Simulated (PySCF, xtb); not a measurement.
C2H7N2, SMILES N[CH]CN, multiplicity 2. One conformer was computed; it need not be the lowest.

Harmonic wavenumbers (cm⁻¹) from xtb with GFN2-xTB at its own minimum, in rising order: 66, 167, 261, 321, 360, 484, 777, 876, 946, 964, 1025, 1076, 1180, 1237, 1273, 1331, 1398, 1469, 1492, 1559, 2853, 2896, 3131, 3363, 3378, 3398, 3444.

Question: What does PBE-D3(BJ)/def2-SVP in PySCF give at its own minimum? (Estimate from the structure and the level; the computed values follow.)

Answer: 193, 300, 309, 399, 508, 636, 740, 814, 900, 934, 1032, 1111, 1114, 1241, 1291, 1339, 1407, 1415, 1531, 1563, 2822, 2899, 3114, 3395, 3397, 3487, 3532. Paired by order, the mean absolute difference is 51 cm⁻¹ and the zero-point energies are 58.2 and 59.2 kcal/mol.
